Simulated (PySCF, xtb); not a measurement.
C₄H₁₂Si₂, SMILES CC[C@@H]1C[SiH2][SiH2]1. The values are those of a single conformer.

Harmonic wavenumbers (cm⁻¹) from GFN2-xTB in xtb at its own minimum, in rising order: 66, 104, 179, 217, 301, 311, 376, 399, 408, 439, 479, 516, 556, 649, 695, 736, 762, 804, 812, 822, 944, 991, 1036, 1069, 1129, 1132, 1222, 1228, 1263, 1302, 1352, 1413, 1491, 1501, 1508, 1509, 2176, 2194, 2197, 2205, 2916, 2945, 2962, 2967, 2991, 3023, 3026, 3039.

What does PySCF with PBE-D3(BJ)/def2-SVP give at its own minimum? (Estimate from the structure and the level; the computed values follow.)

93, 103, 169, 227, 279, 314, 348, 397, 412, 472, 554, 603, 633, 671, 688, 723, 752, 805, 876, 900, 902, 927, 990, 1017, 1059, 1091, 1129, 1170, 1234, 1273, 1312, 1343, 1373, 1405, 1418, 1427, 2133, 2143, 2151, 2160, 2940, 2955, 2965, 2968, 2999, 3035, 3051, 3058. Paired by order, the mean absolute difference is 39 cm⁻¹ and the zero-point energies are 89.1 and 88.1 kcal/mol.
